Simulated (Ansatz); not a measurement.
Ansatz (an electronic-structure program) job for Al(Me)(NHMe)(OH) (C2H8AlNO), SMILES [CH3][Al]([OH])[NH]C, B3LYP-D3(BJ)/def2-SVP. 

Ansatz 0.2 input:
```yaml
crystal:
  periodic: [false, false, false]
  atoms:
    - {symbol: Al, position_ang: [0.14647334, 0.25438606, 0.40752699]}
    - {symbol: C, position_ang: [1.43862259, -0.07564369, 1.88385745]}
    - {symbol: H, position_ang: [1.81256592, -1.09856559, 1.88096404]}
    - {symbol: H, position_ang: [0.98135612, 0.11148226, 2.85660705]}
    - {symbol: H, position_ang: [2.30075533, 0.58877229, 1.81181197]}
    - {symbol: N, position_ang: [-0.06373800, -1.00263242, -0.85751258]}
    - {symbol: C, position_ang: [-0.89930428, -1.03228672, -2.04686861]}
    - {symbol: H, position_ang: [0.47164456, -1.85924422, -0.78152676]}
    - {symbol: H, position_ang: [-1.61247211, -1.86426423, -2.02050567]}
    - {symbol: H, position_ang: [-0.30089342, -1.12496878, -2.96064483]}
    - {symbol: H, position_ang: [-1.46236750, -0.10137143, -2.10028921]}
    - {symbol: O, position_ang: [-0.70917020, 1.65639525, 0.33930519]}
    - {symbol: H, position_ang: [-1.21112475, 2.45598823, 0.28194607]}
basis:
  gaussian:
    orbitals: def2-SVP
hamiltonian:
  xc: b3lyp
  dispersion: d3bj
relax: {f_tol: 0.002, max_steps: 200}
```

Output:

```
WARN ansatz: RAYON_NUM_THREADS=1 ignored (pool sized by the plan → 1); use --threads N
Functional definition: B3LYP
integrals: 0.07 GiB planned
1234 factors; integrals over basis functions are off by at most 3.5e-4 eV
mean field: 0.47 GiB planned
mean field evaluation 1: about -12318.0484 eV, gradient 9.0e1 eV
mean field evaluation 2: about -12296.5999 eV, gradient 1.3e2 eV
mean field evaluation 4: about -12335.0107 eV, gradient 6.6e0 eV
mean field evaluation 8: about -12335.1286 eV, gradient 6.3e-2 eV
mean field evaluation 16: about -12335.1286 eV, gradient 2.1e-5 eV
mean field -12335.12858214 eV, -453.3076143431 hartree, gradient 2.1e-5 eV, S^2 0.000000; 0 other end points of the search recorded, 0 dependent functions left out
the calculation of the forces begins
reference -12335.12884570 eV, -453.3076240290 hartree; 24, 24 occupied and 90, 90 virtual orbitals, 1234 factors
relax step   1: F+E_penalty+E_count = -12335.51542237 eV  Δ(F+E_penalty+E_count) = +0.000e0 eV  max|allowed force component| = 1.196e0 eV/Å  Δτ_max = 0.0000 Å  (25 SCF iters, accepted)
these checks for a lower state are left out or cut short: starts, cluster_reference, orbital_swaps, neighbouring_geometries, increment
integrals: 0.07 GiB planned
1234 factors; integrals over basis functions are off by at most 3.7e-4 eV
mean field: 0.47 GiB planned
mean field -12335.17247822 eV, -453.3092274943 hartree, gradient 6.0e-6 eV, S^2 0.000000; 0 other end points of the search recorded, 0 dependent functions left out
the calculation of the forces begins
reference -12335.17274144 eV, -453.3092371675 hartree; 24, 24 occupied and 90, 90 virtual orbitals, 1234 factors
relax step   2: F+E_penalty+E_count = -12335.56055066 eV  Δ(F+E_penalty+E_count) = -4.513e-2 eV  max|allowed force component| = 6.371e-1 eV/Å  Δτ_max = 0.0303 Å  (29 SCF iters, accepted)
these checks for a lower state are left out or cut short: starts, cluster_reference, orbital_swaps, neighbouring_geometries, increment
integrals: 0.07 GiB planned
1234 factors; integrals over basis functions are off by at most 3.7e-4 eV
mean field: 0.47 GiB planned
mean field -12335.18210862 eV, -453.3095814049 hartree, gradient 6.4e-6 eV, S^2 0.000000; 0 other end points of the search recorded, 0 dependent functions left out
the calculation of the forces begins
reference -12335.18237170 eV, -453.3095910732 hartree; 24, 24 occupied and 90, 90 virtual orbitals, 1234 factors
relax step   3: F+E_penalty+E_count = -12335.57114091 eV  Δ(F+E_penalty+E_count) = -1.059e-2 eV  max|allowed force component| = 6.170e-2 eV/Å  Δτ_max = 0.0384 Å  (29 SCF iters, accepted)
these checks for a lower state are left out or cut short: starts, cluster_reference, orbital_swaps, neighbouring_geometries, increment
integrals: 0.07 GiB planned
1234 factors; integrals over basis functions are off by at most 3.7e-4 eV
mean field: 0.47 GiB planned
mean field evaluation 32: about -12335.1663 eV, gradient 1.5e-3 eV
mean field -12335.18246033 eV, -453.3095943301 hartree, gradient 6.5e-6 eV, S^2 0.000000; 0 other end points of the search recorded, 0 dependent functions left out
the calculation of the forces begins
reference -12335.18272337 eV, -453.3096039966 hartree; 24, 24 occupied and 90, 90 virtual orbitals, 1234 factors
relax step   4: F+E_penalty+E_count = -12335.57174512 eV  Δ(F+E_penalty+E_count) = -6.042e-4 eV  max|allowed force component| = 3.735e-2 eV/Å  Δτ_max = 0.0155 Å  (29 SCF iters, accepted)
these checks for a lower state are left out or cut short: starts, cluster_reference, orbital_swaps, neighbouring_geometries, increment
integrals: 0.07 GiB planned
1234 factors; integrals over basis functions are off by at most 3.7e-4 eV
mean field: 0.47 GiB planned
mean field -12335.18242694 eV, -453.3095931030 hartree, gradient 1.7e-5 eV, S^2 0.000000; 0 other end points of the search recorded, 0 dependent functions left out
the calculation of the forces begins
reference -12335.18268988 eV, -453.3096027660 hartree; 24, 24 occupied and 90, 90 virtual orbitals, 1234 factors
relax step   5: F+E_penalty+E_count = -12335.57195213 eV  Δ(F+E_penalty+E_count) = -2.070e-4 eV  max|allowed force component| = 4.337e-2 eV/Å  Δτ_max = 0.0073 Å  (23 SCF iters, accepted)
these checks for a lower state are left out or cut short: starts, cluster_reference, orbital_swaps, neighbouring_geometries, increment
integrals: 0.07 GiB planned
1234 factors; integrals over basis functions are off by at most 3.7e-4 eV
[...]
integrals: 0.07 GiB planned
1234 factors; integrals over basis functions are off by at most 3.7e-4 eV
mean field: 0.47 GiB planned
mean field -12335.18882318 eV, -453.3098281606 hartree, gradient 6.1e-6 eV, S^2 0.000000; 0 other end points of the search recorded, 0 dependent functions left out
the calculation of the forces begins
reference -12335.18908633 eV, -453.3098378311 hartree; 24, 24 occupied and 90, 90 virtual orbitals, 1234 factors
relax step   9: F+E_penalty+E_count = -12335.57983425 eV  Δ(F+E_penalty+E_count) = -4.081e-3 eV  max|allowed force component| = 4.807e-1 eV/Å  Δτ_max = 0.0210 Å  (29 SCF iters, accepted)
these checks for a lower state are left out or cut short: starts, cluster_reference, orbital_swaps, neighbouring_geometries, increment
integrals: 0.07 GiB planned
1234 factors; integrals over basis functions are off by at most 3.7e-4 eV
mean field: 0.47 GiB planned
mean field -12335.24413897 eV, -453.3118609783 hartree, gradient 1.9e-5 eV, S^2 0.000000; 0 other end points of the search recorded, 0 dependent functions left out
the calculation of the forces begins
reference -12335.24440211 eV, -453.3118706487 hartree; 24, 24 occupied and 90, 90 virtual orbitals, 1234 factors
relax step  10: F+E_penalty+E_count = -12335.63517532 eV  Δ(F+E_penalty+E_count) = -5.534e-2 eV  max|allowed force component| = 1.675e-1 eV/Å  Δτ_max = 0.1706 Å  (28 SCF iters, accepted)
these checks for a lower state are left out or cut short: starts, cluster_reference, orbital_swaps, neighbouring_geometries, increment
integrals: 0.07 GiB planned
1234 factors; integrals over basis functions are off by at most 3.7e-4 eV
mean field: 0.47 GiB planned
mean field -12335.25614772 eV, -453.3123022918 hartree, gradient 1.5e-5 eV, S^2 0.000000; 0 other end points of the search recorded, 0 dependent functions left out
the calculation of the forces begins
reference -12335.25641028 eV, -453.3123119406 hartree; 24, 24 occupied and 90, 90 virtual orbitals, 1234 factors
relax step  11: F+E_penalty+E_count = -12335.64706541 eV  Δ(F+E_penalty+E_count) = -1.189e-2 eV  max|allowed force component| = 4.401e-1 eV/Å  Δτ_max = 0.1999 Å  (28 SCF iters, accepted)
these checks for a lower state are left out or cut short: starts, cluster_reference, orbital_swaps, neighbouring_geometries, increment
integrals: 0.07 GiB planned
1234 factors; integrals over basis functions are off by at most 3.7e-4 eV
mean field: 0.47 GiB planned
mean field -12335.26536545 eV, -453.3126410373 hartree, gradient 7.0e-5 eV, S^2 0.000000; 0 other end points of the search recorded, 0 dependent functions left out
the calculation of the forces begins
reference -12335.26562725 eV, -453.3126506580 hartree; 24, 24 occupied and 90, 90 virtual orbitals, 1234 factors
relax step  12: F+E_penalty+E_count = -12335.65886919 eV  Δ(F+E_penalty+E_count) = -1.180e-2 eV  max|allowed force component| = 1.156e-1 eV/Å  Δτ_max = 0.0642 Å  (26 SCF iters, accepted)
these checks for a lower state are left out or cut short: starts, cluster_reference, orbital_swaps, neighbouring_geometries, increment
integrals: 0.07 GiB planned
1234 factors; integrals over basis functions are off by at most 3.7e-4 eV
mean field: 0.47 GiB planned
mean field -12335.26648613 eV, -453.3126822214 hartree, gradient 7.5e-5 eV, S^2 0.000000; 0 other end points of the search recorded, 0 dependent functions left out
the calculation of the forces begins
reference -12335.26674817 eV, -453.3126918510 hartree; 24, 24 occupied and 90, 90 virtual orbitals, 1234 factors
relax step  13: F+E_penalty+E_count = -12335.65977788 eV  Δ(F+E_penalty+E_count) = -9.087e-4 eV  max|allowed force component| = 3.311e-2 eV/Å  Δτ_max = 0.0115 Å  (27 SCF iters, accepted)
these checks for a lower state are left out or cut short: starts, cluster_reference, orbital_swaps, neighbouring_geometries, increment
integrals: 0.07 GiB planned
1234 factors; integrals over basis functions are off by at most 3.7e-4 eV
mean field: 0.47 GiB planned
mean field evaluation 96: about -12335.2477 eV, gradient 3.4e-1 eV
mean field -12335.26670317 eV, -453.3126901973 hartree, gradient 1.2e-5 eV, S^2 0.000000; 0 other end points of the search recorded, 0 dependent functions left out
the calculation of the forces begins
reference -12335.26696520 eV, -453.3126998267 hartree; 24, 24 occupied and 90, 90 virtual orbitals, 1234 factors
relax step  14: F+E_penalty+E_count = -12335.65991610 eV  Δ(F+E_penalty+E_count) = -1.382e-4 eV  max|allowed force component| = 5.585e-3 eV/Å  Δτ_max = 0.0071 Å  (23 SCF iters, accepted)
these checks for a lower state are left out or cut short: starts, cluster_reference, orbital_swaps, neighbouring_geometries, increment
integrals: 0.07 GiB planned
1234 factors; integrals over basis functions are off by at most 3.7e-4 eV
mean field: 0.47 GiB planned
mean field -12335.26671764 eV, -453.3126907291 hartree, gradient 4.7e-5 eV, S^2 0.000000; 0 other end points of the search recorded, 0 dependent functions left out
the calculation of the forces begins
reference -12335.26697966 eV, -453.3127003583 hartree; 24, 24 occupied and 90, 90 virtual orbitals, 1234 factors
relax step  15: F+E_penalty+E_count = -12335.65992614 eV  Δ(F+E_penalty+E_count) = -1.003e-5 eV  max|allowed force component| = 3.959e-3 eV/Å  Δτ_max = 0.0025 Å  (20 SCF iters, accepted)
these checks for a lower state are left out or cut short: starts, cluster_reference, orbital_swaps, neighbouring_geometries, increment
integrals: 0.07 GiB planned
1234 factors; integrals over basis functions are off by at most 3.7e-4 eV
mean field: 0.47 GiB planned
mean field -12335.26668700 eV, -453.3126896031 hartree, gradient 2.6e-5 eV, S^2 0.000000; 0 other end points of the search recorded, 0 dependent functions left out
the calculation of the forces begins
reference -12335.26694901 eV, -453.3126992318 hartree; 24, 24 occupied and 90, 90 virtual orbitals, 1234 factors
relax step  16: F+E_penalty+E_count = -12335.65992856 eV  Δ(F+E_penalty+E_count) = -2.418e-6 eV  max|allowed force component| = 1.269e-3 eV/Å  Δτ_max = 0.0015 Å  (19 SCF iters, accepted)
integrals: 0.07 GiB planned
1234 factors; integrals over basis functions are off by at most 3.7e-4 eV
mean field: 0.47 GiB planned
mean field -12335.26668700 eV, -453.3126896031 hartree, gradient 2.6e-5 eV, S^2 0.000000; 1 other end points of the search recorded, 0 dependent functions left out
the calculation of the forces begins
reference -12335.26694901 eV, -453.3126992318 hartree; 24, 24 occupied and 90, 90 virtual orbitals, 1234 factors
Total energy: -12335.66019057 eV, -453.3271505925 hartree
Atom 0 at     0.218692     0.224931     0.450903 Å, force     0.000609    -0.001269    -0.000155 eV/Å
Atom 1 at     1.463267    -0.088736     1.915132 Å, force    -0.000076     0.000141     0.000133 eV/Å
Atom 2 at     1.951437    -1.075394     1.860581 Å, force     0.000062    -0.000067    -0.000174 eV/Å
Atom 3 at     0.946669    -0.022607     2.887704 Å, force     0.000069    -0.000108    -0.000012 eV/Å
Atom 4 at     2.256267     0.678260     1.924619 Å, force    -0.000073     0.000012     0.000046 eV/Å
Atom 5 at    -0.051001    -0.990348    -0.825545 Å, force     0.000151     0.000627     0.000716 eV/Å
Atom 6 at    -0.925280    -0.939121    -1.981555 Å, force    -0.000389    -0.000097    -0.000713 eV/Å
Atom 7 at     0.462939    -1.867118    -0.778959 Å, force     0.000257    -0.000220     0.000295 eV/Å
Atom 8 at    -1.694298    -1.736290    -1.980000 Å, force     0.000044     0.000174    -0.000161 eV/Å
Atom 9 at    -0.379648    -1.016368    -2.942388 Å, force    -0.000275    -0.000040     0.000041 eV/Å
Atom 10 at    -1.467530     0.020834    -2.004176 Å, force     0.000182    -0.000269     0.000006 eV/Å
Atom 11 at    -0.625075     1.712551     0.410625 Å, force    -0.001005     0.001175    -0.000577 eV/Å
Atom 12 at    -1.264092     2.007453    -0.242270 Å, force     0.000443    -0.000059     0.000553 eV/Å
Dipole moment:    -0.076262    -0.221401    -0.270059 e Å
```

The calculation finished and met its thresholds.

Cost: very roughly 70 core-seconds.
